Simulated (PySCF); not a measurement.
## Electronic structure of B⁺ (boron, charge +1) at the M06-2X level

Configuration: [He] 2s2, closed-shell 1S. Computed with PySCF 2.14 in x2c-TZVPall (5s3p2d1f, 31 functions), with scalar relativity by spin-free X2C-1e.

```json
{
  "Total energy": "-24.3520 hartree",
  "One-electron energy": "-30.4040 hartree",
  "Hartree (Coulomb) energy": "9.6605 hartree",
  "Exchange-correlation energy": "-3.6084 hartree",
  "⟨S²⟩": "0.0000",
  "⟨L²⟩": "0.000",
  "Sum of ⟨r⟩": "4.196 bohr",
  "Sum of ⟨r²⟩": "7.724 bohr²",
  "Langevin diamagnetic susceptibility": "-6.12 ×10⁻⁶ cm³/mol",
  "Time after the integrals": "0.2 s of wall time on 1 thread of Neoverse-V1 (shared host)"
}
```

```csv
shell,electrons,mean orbital energy (eV),"rms radius, mean of both spins (bohr)"
1s,2,-207.74,0.381
2s,2,-22.048,1.93
```
